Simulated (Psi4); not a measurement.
C4H5, doublet (typed; the unrestricted solution is spin-contaminated), at a GFN2-xTB geometry; CCSD(T)/def2-SVP run with Psi4.

The Psi4 input:
```
memory 2 GB

molecule {
0 2
  C    -0.01669866   -0.14473260    2.05451619
  C    -0.00572650   -0.05021694    0.70569704
  C     0.00420741    0.03413279   -0.51310411
  C     0.01585773    0.13725248   -1.95067878
  H    -0.94506085   -0.19981979    2.59400011
  H     0.90273351   -0.16585290    2.61141141
  H    -0.00059800    1.18728795   -2.25276024
  H     0.91722312   -0.32377874   -2.35724285
  H    -0.86013765   -0.35645090   -2.37399048
}

set basis def2-svp
set reference uhf
set freeze_core true

energy('ccsd(t)')
print_variables()
```

### Question
Predict the main parts of the log of this Psi4 run.

### Answer

```
   => Loading Basis Set <=

    Name: DEF2-SVP
    Role: ORBITAL
    Keyword: BASIS

         ---------------------------------------------------------
                                   SCF
               by Justin Turney, Rob Parrish, Andy Simmonett
                          and Daniel G. A. Smith
                              UHF Reference
         ---------------------------------------------------------

  ==> Geometry <==

    Molecular point group: c1
    Full point group: C1

    Geometry (in Angstrom), charge = 0, multiplicity = 2:

       Center              X                  Y                   Z               Mass
    ------------   -----------------  -----------------  -----------------  -----------------
         C           -0.016433774286    -0.142087773704     2.021245193113    12.000000000000
         C           -0.005461614286    -0.047572113704     0.672426043113    12.000000000000
         C            0.004472295714     0.036777616296    -0.546375106887    12.000000000000
         C            0.016122615714     0.139897306296    -1.983949776887    12.000000000000
         H           -0.944795964286    -0.197174963704     2.560729113113     1.007825032230
         H            0.902998395714    -0.163208073704     2.578140413113     1.007825032230
         H           -0.000333114286     1.189932776296    -2.286031236887     1.007825032230
         H            0.917488005714    -0.321133913704    -2.390513846887     1.007825032230
         H           -0.859872764286    -0.353806073704    -2.407261476887     1.007825032230

  Running in c1 symmetry.

  Rotational constants: A =      3.44700  B =      0.12243  C =      0.12090 [cm^-1]
  Rotational constants: A = 103338.59488  B =   3670.36848  C =   3624.64039 [MHz]
  Nuclear repulsion =   94.588219043724479

  Charge       = 0
  Multiplicity = 2
  Electrons    = 29
  Nalpha       = 15
  Nbeta        = 14

  ==> Algorithm <==

  SCF Algorithm Type is PK.
  DIIS enabled.
  MOM disabled.
  Fractional occupation disabled.
  Guess Type is SAD.
  Energy threshold   = 1.00e-08
  Density threshold  = 1.00e-08
  Integral threshold = 1.00e-12

  ==> Primary Basis <==

  Basis Set: DEF2-SVP
    Blend: DEF2-SVP
    Number of shells: 39
    Number of basis functions: 81
    Number of Cartesian functions: 85
    Spherical Harmonics?: true
    Max angular momentum: 2

  ==> Integral Setup <==

  Using in-core PK algorithm.
   Calculation information:
      Number of atoms:                   9
      Number of AO shells:              39
      Number of primitives:             73
      Number of atomic orbitals:        85
      Number of basis functions:        81

      Integral cutoff                 1.00e-12
      Number of threads:                 1

  Performing in-core PK
  Using 11032362 doubles for integral storage.
  We computed 272023 shell quartets total.
  Whereas there are 304590 unique shell quartets.

  ==> DiskJK: Disk-Based J/K Matrices <==

    J tasked:                  Yes
    K tasked:                  Yes
    wK tasked:                  No
    Schwarz Cutoff:          1E-12

  Minimum eigenvalue in the overlap matrix is 5.5459392981E-04.
  Reciprocal condition number of the overlap matrix is 1.0410677286E-04.
    Using symmetric orthogonalization.

  ==> Pre-Iterations <==

  SCF Guess: Superposition of Atomic Densities via on-the-fly atomic UHF (no occupation information).

   -------------------------
    Irrep   Nso     Nmo
   -------------------------
     A         81      81
   -------------------------
    Total      81      81
   -------------------------

  ==> Iterations <==

                        Total Energy        Delta E     RMS |[F,P]|

   @UHF iter SAD:  -153.26637201664619   -1.53266e+02   0.00000e+00
   @UHF iter   1:  -154.07339350201815   -8.07021e-01   4.22962e-03 DIIS/ADIIS
   @UHF iter   2:  -154.16191120017393   -8.85177e-02   1.62207e-03 DIIS/ADIIS
   @UHF iter   3:  -154.17499022101643   -1.30790e-02   6.27805e-04 DIIS/ADIIS
   @UHF iter   4:  -154.17917783834898   -4.18762e-03   3.67817e-04 DIIS/ADIIS
   @UHF iter   5:  -154.18047909694354   -1.30126e-03   2.23156e-04 DIIS/ADIIS
   @UHF iter   6:  -154.18149575902910   -1.01666e-03   1.27357e-04 DIIS/ADIIS
   @UHF iter   7:  -154.18189585230857   -4.00093e-04   9.52614e-05 DIIS
   @UHF iter   8:  -154.18218330697530   -2.87455e-04   7.41084e-05 DIIS
   @UHF iter   9:  -154.18256751932805   -3.84212e-04   2.97830e-05 DIIS
   @UHF iter  10:  -154.18261051774653   -4.29984e-05   1.16482e-05 DIIS
   @UHF iter  11:  -154.18261346923379   -2.95149e-06   5.00139e-06 DIIS
   @UHF iter  12:  -154.18261404219689   -5.72963e-07   1.40398e-06 DIIS
   @UHF iter  13:  -154.18261407749679   -3.52999e-08   5.04602e-07 DIIS
   @UHF iter  14:  -154.18261408200863   -4.51183e-09   2.16070e-07 DIIS
   @UHF iter  15:  -154.18261408297707   -9.68441e-10   1.10212e-07 DIIS
   @UHF iter  16:  -154.18261408325586   -2.78789e-10   5.11724e-08 DIIS
   @UHF iter  17:  -154.18261408330645   -5.05906e-11   2.38427e-08 DIIS
   @UHF iter  18:  -154.18261408331375   -7.30438e-12   8.02297e-09 DIIS
  Energy and wave function converged.

  ==> Post-Iterations <==

   @Spin Contamination Metric:   1.886473118E-01
   @S^2 Expected:                7.500000000E-01
   @S^2 Observed:                9.386473118E-01
   @S   Expected:                5.000000000E-01
   @S   Observed:                5.000000000E-01

    Orbital Energies [Eh]
    ---------------------

    Alpha Occupied:

[...]
    Alpha Virtual:

[...]
    Beta Occupied:

[...]
    Beta Virtual:

[...]
      81A      4.049791

    Final Occupation by Irrep:
              A
    DOCC [    14 ]
    SOCC [     1 ]
    NA   [    15 ]
    NB   [    14 ]

  @UHF Final Energy:  -154.18261408331375

   => Energetics <=

    Nuclear Repulsion Energy =             94.5882190437244788
    One-Electron Energy =                -393.6577224135016309
    Two-Electron Energy =                 144.8868892864634290
[...]
    Total Energy =                       -154.1826140833137515
[...]
     4        -0.540940151906506    1.174e-02    0.038205    0.000000    0.000000    0.000000
     5        -0.540911660043289    3.621e-03    0.039239    0.000000    0.000000    0.000000
     6        -0.540943873007457    1.393e-03    0.039518    0.000000    0.000000    0.000000
     7        -0.540957996353415    4.846e-04    0.039558    0.000000    0.000000    0.000000
     8        -0.540957475566350    2.039e-04    0.039569    0.000000    0.000000    0.000000
     9        -0.540956464070575    8.584e-05    0.039573    0.000000    0.000000    0.000000
    10        -0.540957183830500    4.656e-05    0.039573    0.000000    0.000000    0.000000
    11        -0.540957277992228    2.302e-05    0.039575    0.000000    0.000000    0.000000
    12        -0.540957971760468    1.222e-05    0.039576    0.000000    0.000000    0.000000
    13        -0.540958107629870    5.497e-06    0.039576    0.000000    0.000000    0.000000
    14        -0.540958097220856    1.981e-06    0.039576    0.000000    0.000000    0.000000
    15        -0.540958094638225    8.401e-07    0.039577    0.000000    0.000000    0.000000
    16        -0.540958100222933    3.337e-07    0.039577    0.000000    0.000000    0.000000
    17        -0.540958110971470    1.289e-07    0.039577    0.000000    0.000000    0.000000
    18        -0.540958113749254    5.508e-08    0.039577    0.000000    0.000000    0.000000

    Iterations converged.

    Largest TIA Amplitudes:
              9   1        -0.0640774579
              8   6        -0.0557749739
              8   3         0.0460613581
              9   5         0.0332852103
             10   6         0.0255311095
              9  15        -0.0238378976
              8  24        -0.0218437945
              6   6         0.0178531618
             10   3        -0.0152456305
              9  26         0.0151184411

    Largest Tia Amplitudes:
              8   7        -0.0754136463
              9   2         0.0614213072
              8   4        -0.0405986591
              9   6        -0.0363675094
              8  15         0.0315441392
              9  19        -0.0228975122
              8  25         0.0223339723
              8  13        -0.0186378289
              7   7         0.0158634969
              7   0         0.0139444575

    Largest TIJAB Amplitudes:
     10   9   6   1         0.0196571390
     10   9   3   1        -0.0158467359
     10   9   6   5        -0.0136959942
     10   9   5   3        -0.0110739800
      9   8   6   1         0.0100042124
     10   5  31  13         0.0096655420
      9   8  18   6        -0.0091746969
      5   3  10   1         0.0090566582
     10   5  23  14         0.0088933955
     10   4  10   6        -0.0088427747

    Largest Tijab Amplitudes:
      9   8   2   0         0.0250113918
      9   8   6   0        -0.0175104970
      9   8   7   2        -0.0147795125
      8   2  10   0         0.0139690220
      9   8   7   6         0.0110539454
      8   5   7   2        -0.0103688489
      8   3  10   0        -0.0097046914
      9   8  12   0        -0.0096417460
      9   8  16   7         0.0091460389
      9   8  39  37        -0.0086673967

    Largest TIjAb Amplitudes:
     10   8   6   0        -0.0680217138
      9   9   1   2        -0.0654178195
     10   8   3   0         0.0522280904
      8   8   6   7         0.0424754937
      9   9   5   2         0.0422936600
      9   9   1   6         0.0416594712
      9   8   1   0         0.0325051157
      9   9   5   6        -0.0308256529
      8   8   3   7        -0.0307521120
      6   7  20  21         0.0283192960

    SCF energy       (wfn)                    = -154.182614083313752
    Reference energy (file100)                = -154.182614083314490

    Opposite-spin MP2 correlation energy      =   -0.369813889069671
    Same-spin MP2 correlation energy          =   -0.119070989485629
    Singles MP2 correlation energy            =   -0.000000000000000
    MP2 correlation energy                    =   -0.488884878555300
      * MP2 total energy                      = -154.671498961869787

    Opposite-spin CCSD correlation energy     =   -0.431059002588926
    Same-spin CCSD correlation energy         =   -0.109899111160328
    Singles CCSD correlation energy           =   -0.000000000000000
    CCSD correlation energy                   =   -0.540958113749254
      * CCSD total energy                     = -154.723572197063731

            **************************
            *                        *
            *        CCTRIPLES       *
            *                        *
            **************************

    Wave function   =    CCSD_T
    Reference wfn   =      UHF

    Nuclear Rep. energy (wfn)                =   94.588219043724479
    SCF energy          (wfn)                = -154.182614083313752
    Reference energy    (file100)            = -154.182614083314490
    CCSD energy         (file100)            =   -0.540958113749254
    Total CCSD energy   (file100)            = -154.723572197063731

    Number of ijk index combinations:
    Spin Case AAA:                                 165
    Spin Case BBB:                                 120
    Spin Case AAB:                                 550
    Spin Case ABB:                                 495
    AAA (T) energy                             =   -0.000474058360492
    BBB (T) energy                             =   -0.000416984652336
    AAB (T) energy                             =   -0.009780100537485
    ABB (T) energy                             =   -0.008987333375074
    (T) energy                                   =   -0.019658476925387
      * CCSD(T) total energy                     = -154.743230673989132

  Variable Map:
  ----------------------------------------------------------------------------
[...]
  Array Variable Map:
  ----------------------------------------------------------------------------
[...]
[...]
```
